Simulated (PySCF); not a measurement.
Method: B3LYP-D3(BJ)/def2-TZVP run with PySCF 2.14.0. Isolated molecules, 0 K electronic values unless said otherwise. One relaxed conformer stands for a flexible species; it need not be the lowest. B3LYP has the VWN-RPA correlation part, as in Gaussian. Delta-SCF ions had no search for a lower state. 

Reference species (SMILES): `[Ga]([OH])([OH])[OH]` (neutral, multiplicity 1).

```yaml
vertical ionisation energy (Delta-SCF): 11.17 eV
LUMO: -1.35 eV
```

Changed species: `[NH2][Ga]([NH2])[NH2]` (3 of 3 OH replaced by NH2; the reference has 0 of 3 OH replaced by NH2).

Problem. Give the shifts of the vertical ionisation energy (Delta-SCF) and LUMO.

Solution. the vertical ionisation energy (Delta-SCF) falls by 2.45 eV, to 8.72 eV; the LUMO goes up by 1.11 eV, to -0.24 eV.
